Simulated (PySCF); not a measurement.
Excitations are Tamm–Dancoff values on a coarser integration grid. The basis has no diffuse functions, so Rydberg states are missing or too high.

Z-matrix (Å, degrees):
```
N
C 1 1.4667
H 2 1.0991 1 109.07
H 2 1.0991 3 108.57 1 118.73
H 2 1.1044 3 109.55 4 119.56
C 1 1.4667 2 111.82 3 175.96
H 6 1.0991 1 109.07 2 -57.78
H 6 1.0991 7 108.57 1 118.73
H 6 1.1044 7 109.54 8 119.56
C 1 1.4667 2 111.83 3 -57.77
H 10 1.0991 1 109.06 2 175.94
H 10 1.0991 11 108.57 1 118.73
H 10 1.1044 11 109.55 12 119.56
In 1 2.2646 2 107.03 3 59.10
F 14 1.9630 1 97.33 2 -59.81
F 14 1.9630 15 118.38 3 -76.96
F 14 1.9630 15 118.35 3 128.21
```
Charge 0, spin multiplicity 1.

Problem. Estimate the S1 excitation (TDA), S1–T1 gap (TDA) and brightest of the four lowest singlets (TDA) that PySCF with PBE0-D4/def2-TZVP // PBE0-D4/def2-SVP returns for this input.

Solution. 
```json
{
  "S1 excitation (TDA)": "6.13 eV",
  "S1–T1 gap (TDA)": "0.59 eV",
  "brightest of the four lowest singlets (TDA)": "6.13 eV"
}
```
